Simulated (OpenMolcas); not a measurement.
V4+ with its 6 nearest fluoride ions, on the Ge site of Cs2GeF6 (a = 9.021 Å, distance in the model lattice 1.804 Å). The rest of the host is ab initio model potentials to 7.6 Å and point charges beyond; the distance is set by hand and nothing relaxes. Ligand basis ANO-RCC-VDZP.

| Property | Result |
| --- | --- |
| Program | OpenMolcas |
| Method | CASSCF |
| Basis | ANO-RCC-VTZP [6s5p3d2f1g] |
| Scalar Hamiltonian | DKH2, point nucleus |
| Active space | 1 electron in 5 orbitals (3d) |
| State averaging | 2S+1 = 2 even, 5 roots |
| Spin-orbit coupling | state interaction with AMFI integrals over the reference wave functions |

All ligands move together. At R = 1.804 Å |10Dq| is 23307 cm-1, and at R = 1.86 Å it is 20464 cm-1.

A third run gives 19156 cm-1. What distance was it run at?

With a power law R^-n the two known points give n = -ln(20464 / 23307) / ln(1.86 / 1.804) = 4.26. Then R = 1.804 × (23307 / 19156)^(1/4.26) = 1.889 Å. The run was at 1.89 Å, so the estimate is off by -0.001 Å.

An orbital triplet at a regular site is open to Jahn-Teller coupling, which can distort the site and quench the lowest spin-orbit gaps and is left out. The least metal-like active orbital is 82 % on the metal (Löwdin) and no ligand orbital is active, so the numbers are rough. Ligand-to-metal charge-transfer states are missing. With metal d orbitals alone and no dynamic correlation 10Dq can be off by a tenth to a fifth, either way, in oxide and fluoride hosts. No measured value stands beside these numbers; the geometry was set by hand and not optimised.
